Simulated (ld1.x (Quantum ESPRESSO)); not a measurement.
**Reading a pseudo-wave (Si)**

Columns: radius, all-electron u(r) and pseudo u(r) of the 2p shell (level -95.42 eV) of silicon in the configuration [He] 2s2 2p6 3s2 3p2; PBEsol, scalar-relativistic, ultrasoft scheme, ld1.x (Quantum ESPRESSO) 7.5.

```json
{"r (bohr)": "0.055", "all-electron": "0.1810", "pseudo": "0.0164"}
{"r (bohr)": "0.110", "all-electron": "0.5064", "pseudo": "0.0642"}
{"r (bohr)": "0.165", "all-electron": "0.8127", "pseudo": "0.1395"}
{"r (bohr)": "0.220", "all-electron": "1.0470", "pseudo": "0.2361"}
{"r (bohr)": "0.275", "all-electron": "1.2011", "pseudo": "0.3463"}
{"r (bohr)": "0.330", "all-electron": "1.2838", "pseudo": "0.4615"}
{"r (bohr)": "0.385", "all-electron": "1.3095", "pseudo": "0.5729"}
{"r (bohr)": "0.440", "all-electron": "1.2928", "pseudo": "0.6724"}
{"r (bohr)": "0.495", "all-electron": "1.2465", "pseudo": "0.7534"}
{"r (bohr)": "0.550", "all-electron": "1.1807", "pseudo": "0.8113"}
{"r (bohr)": "0.605", "all-electron": "1.1032", "pseudo": "0.8436"}
{"r (bohr)": "0.660", "all-electron": "1.0197", "pseudo": "0.8501"}
{"r (bohr)": "0.715", "all-electron": "0.9343", "pseudo": "0.8329"}
{"r (bohr)": "0.770", "all-electron": "0.8499", "pseudo": "0.7958"}
{"r (bohr)": "0.825", "all-electron": "0.7685", "pseudo": "0.7439"}
{"r (bohr)": "0.880", "all-electron": "0.6915", "pseudo": "0.6826"}
{"r (bohr)": "0.935", "all-electron": "0.6195", "pseudo": "0.6175"}
{"r (bohr)": "0.990", "all-electron": "0.5531", "pseudo": "0.5530"}
{"r (bohr)": "1.045", "all-electron": "0.4923", "pseudo": "0.4923"}
{"r (bohr)": "1.100", "all-electron": "0.4370", "pseudo": "0.4370"}
{"r (bohr)": "1.155", "all-electron": "0.3871", "pseudo": "0.3871"}
{"r (bohr)": "1.210", "all-electron": "0.3422", "pseudo": "0.3422"}
{"r (bohr)": "1.265", "all-electron": "0.3021", "pseudo": "0.3021"}
{"r (bohr)": "1.320", "all-electron": "0.2663", "pseudo": "0.2663"}
{"r (bohr)": "1.375", "all-electron": "0.2345", "pseudo": "0.2345"}
{"r (bohr)": "1.430", "all-electron": "0.2063", "pseudo": "0.2063"}
```

**Question.** How many radial nodes do the two functions have?

**Answer.** The all-electron 2p function has n − l − 1 = 0; the pseudo-wave has 0.

**Question.** At about which radius was the pseudo-wave matched?

**Answer.** 1.10 bohr. The columns agree to 0.0005 from 0.99 bohr on; several derivatives are matched, so the curves merge somewhat inside the radius.

**Question.** Where does each function peak?

**Answer.** Outermost all-electron maximum near 0.39 bohr, pseudo maximum near 0.66 bohr (to the table’s step).

**Question.** Is the pseudo-wave norm-conserving?

**Answer.** No, it belongs to an ultrasoft set: the norm inside the radius is not constrained, and the difference is carried by the augmentation charge.
